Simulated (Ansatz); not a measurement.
Job for Ansatz (a first-principles code): R-BLYP/def2-TZVPPD on HF (SMILES F). Files ending in .json are basis or fitting sets from the Basis Set Exchange.

Ansatz 0.2 input:
```yaml
crystal:
  periodic: [false, false, false]
  atoms:
    - {symbol: F, position_ang: [0.46224565, 0.63421046, -0.36073181]}
    - {symbol: H, position_ang: [0.76977426, 0.16002728, 0.38073523]}
basis:
  gaussian:
    orbitals: def2-TZVPPD.json
hamiltonian:
  xc: {name: BLYP}
scf: {lower_state_search: off}
```

**Question.** What total energy does the run end on?

**Answer.** -100.4849 hartree.
